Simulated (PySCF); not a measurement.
## Working out the excitation energy of Ge

Ge [Ar] 3d10 4s2 4p2 (3P) → Ge [Ar] 3d10 4s1 4p2 5s1 (5P). Calculation: PySCF 2.14, in aug-cc-pwCVDZ-PP with ECP10MDF (6s5p4d1f, 48 functions); scalar relativity through the core potential. Frozen: 3s2 3p6 3d10. Energies in hartree (1 hartree = 27.21139 eV):

```
            part   Ge (lower)   Ge (upper)
             UHF  -293.342075  -293.000205
CCSD correlation    -0.059963    -0.019026
             (T)    -0.001110    -0.000156
```

**Question.** What does Hartree-Fock give?

**Answer.** (-293.000205) − (-293.342075) = 0.341870 hartree = 9.303 eV.

**Question.** What do CCSD and CCSD(T) give?

**Answer.** The CCSD correlation energies differ by 0.040937 hartree = 1.114 eV and the triples by 0.000954 hartree = 0.026 eV, so CCSD gives 10.417 eV and CCSD(T) 10.443 eV.

The upper state lies above the first ionisation limit, but in LS coupling its spin forbids autoionisation to the ground ion. A Rydberg-like electron needs more diffuse functions than a valence basis has.

A double-zeta basis recovers only part of the correlation energy.
